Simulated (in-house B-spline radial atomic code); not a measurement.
Radial electron density of the caesium ion Cs⁸⁺, [Ar] (3d3/2)3 (3d5/2)6 4s2 4p6 4d10 5s1 (8g7/2)1. Method: Dirac-Hartree-Fock, average of the jj configuration, Fermi nucleus of rms radius 4.8041 fm. Calculated with a radial B-spline atomic code at the basis-set limit.

Columns: r (bohr), 4πr²n(r) (electrons per bohr), bar.

```
 0.00096    2.115 #
 0.00122     3.19 ##
 0.00156    4.822 ##
 0.00199    7.185 ###
 0.00254    10.58 #####
 0.00323    15.23 #######
 0.00412    21.57 ##########
 0.00525     29.7 ##############
  0.0067    39.61 ###################
 0.00854    50.54 ########################
  0.0109    61.22 #############################
  0.0139    69.42 #################################
  0.0177    72.99 ###################################
  0.0225    71.21 ##################################
  0.0287     66.2 ###############################
  0.0366    63.64 ##############################
  0.0467    69.34 #################################
  0.0595    82.53 #######################################
  0.0759    92.75 ############################################
  0.0967    88.19 ##########################################
   0.123    72.74 ###################################
   0.157    65.59 ###############################
     0.2    73.69 ###################################
   0.255    74.12 ###################################
   0.326    51.03 ########################
   0.415     29.1 ##############
   0.529    28.72 ##############
   0.674    32.23 ###############
    0.86    22.87 ###########
     1.1    9.913 #####
     1.4    3.244 ##
    1.78    0.995 
    2.27   0.2213 
    2.89  0.02282 
    3.69   0.0702 
     4.7 0.005528 
       6  0.08626 
    7.64 0.009616 
    9.74   0.1509 
    12.4    0.114 
    15.8 0.006808 
    20.2 3.142e-05 
    25.7 1.226e-08 
    32.8 1.993e-11
```

On this grid the curve has 7 maxima, near 0.0177, 0.0759, 0.255, 0.674, 3.69, 6, 9.74 bohr.

The 3d5/2 radial function P(r) = rR(r), positive near the nucleus, with its small component Q(r) (sign convention: Q ≈ (P' + κP/r)/2c):

```tsv
r (bohr)	P	Q
0.00854	0.003131	-0.0002058
0.0139	0.01212	-0.0007861
0.0225	0.04369	-0.00278
0.0366	0.146	-0.009042
0.0595	0.4247	-0.02531
0.0967	1.002	-0.05656
0.157	1.734	-0.09124
0.255	1.916	-0.0926
0.415	1.095	-0.04831
0.674	0.2406	-0.00959
1.1	0.01345	-0.0004717
```
